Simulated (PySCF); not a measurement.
## Telling isomers of C5H14AlN apart by NMR

Gas phase, a single conformation, non-relativistic, fast rotation and ring inversion assumed for equivalent nuclei. PBE0/pcSseg-1 with gauge-including orbitals; geometry from PBE0-D3(BJ)/def2-SVP; PySCF 2.14.0 with density-fitted response routines.

Scale: 1H, 13C against TMS (reference shieldings calculated alike). Where no couplings were computed, multiplicities follow the n + 1 count of equivalent neighbours, and m marks all less simple cases (inequivalent or close neighbours, rings, F or P nearby). Shifts are as computed. Against solution values, carbons near 30 ppm lie about +2 ppm off and those near 130 ppm about +5 ppm (rms about the fit 1.9 ppm; single classes can miss by 10 ppm). Of 1328 compounds with measured shifts, 309 miss one by over three times the rms of a fit or turn the order of signals round; such compounds aren't used in these exercises. Signals without a measured value on file couldn't be tested in this way; 1H shifts scatter by 0.2 ppm about their fit, and single ones miss by 0.5 ppm. OH and NH positions are gas-phase values without hydrogen bonding to other molecules.

(1) Tabulate the signals of `C=[CH][Al@H-]([NH3+])[CH](C)C`, `CC[CH2][AlH][N](C)C`, `C[N@@H+]([AlH3-])C1CCC1` and their relative energies.

(2) What is the quickest way to tell C=[CH][Al@H-]([NH3+])[CH](C)C from CC[CH2][AlH][N](C)C?

(3) What is the quickest way to tell C=[CH][Al@H-]([NH3+])[CH](C)C from C[N@@H+]([AlH3-])C1CCC1?

(4) What is the quickest way to tell CC[CH2][AlH][N](C)C from C[N@@H+]([AlH3-])C1CCC1?

Results:

(1) 
```json
{"SMILES": "C=[CH][Al@H-]([NH3+])[CH](C)C", "carbon types": "2×CH 1×CH2 2×CH3", "δC": "155.6, 145.8, 22.8, 22.3, 5.9", "δH": "6.52 (m, 1H), 6.51 (m, 1H), 6.18 (m, 1H), 4.07 (br, 1H), 1.65 (br s, 3H), 1.07 (d, 3H), 1.00 (d, 3H), 0.25 (m, 1H)", "E rel. (kcal/mol)": "10.2"}
{"SMILES": "CC[CH2][AlH][N](C)C", "carbon types": "2×CH2 3×CH3", "δC": "42.2, 22.7, 20.3, 11.6", "δH": "4.55 (br, 1H), 2.75 (s, 6H), 1.32 (m, 2H), 1.03 (t, 3H), 0.11 (m, 2H)", "E rel. (kcal/mol)": "0.0"}
{"SMILES": "C[N@@H+]([AlH3-])C1CCC1", "carbon types": "1×CH 3×CH2 1×CH3", "δC": "55.1, 33.8, 33.3, 31.3, 15.2", "δH": "3.84 (br, 3H), 2.96 (m, 1H), 2.49 (m, 1H), 2.38 (s, 3H), 2.22 (m, 1H), 1.75 (m, 1H), 1.66 (m, 1H), 1.63 (m, 1H), 1.44 (m, 1H), 0.93 (br s, 1H)", "E rel. (kcal/mol)": "26.2"}
```

Energies are electronic energies at PBE0/pcSseg-1 on these geometries, without zero-point or thermal terms, each for the one conformer computed, which needn't be the lowest.

(2) Count the carbon signals: 5 against 4. The first has an alkene CH at 155.6 ppm, the second an sp3 CH2 at 20.3 ppm. Their most deshielded carbons lie at 155.6 and 42.2 ppm. In the proton spectra the most deshielded non-exchanging signals are 6.52 (m, 1H) and 4.55 (br, 1H).

(3) Both give the same number of carbon signals, but DEPT or the intensities differ. The first has an alkene CH at 155.6 ppm, the second an sp3 CH2 in a ring at 33.3 ppm. Their most deshielded carbons lie at 155.6 and 55.1 ppm. In the proton spectra the most deshielded non-exchanging signals are 6.52 (m, 1H) and 3.84 (br, 3H).

(4) Count the carbon signals: 4 against 5. The first has a methyl carbon (CH3) at 22.7 ppm, the second an sp3 CH bonded to N at 55.1 ppm. Their most deshielded carbons lie at 42.2 and 55.1 ppm. In the proton spectra the most deshielded non-exchanging signals are 4.55 (br, 1H) and 3.84 (br, 3H).
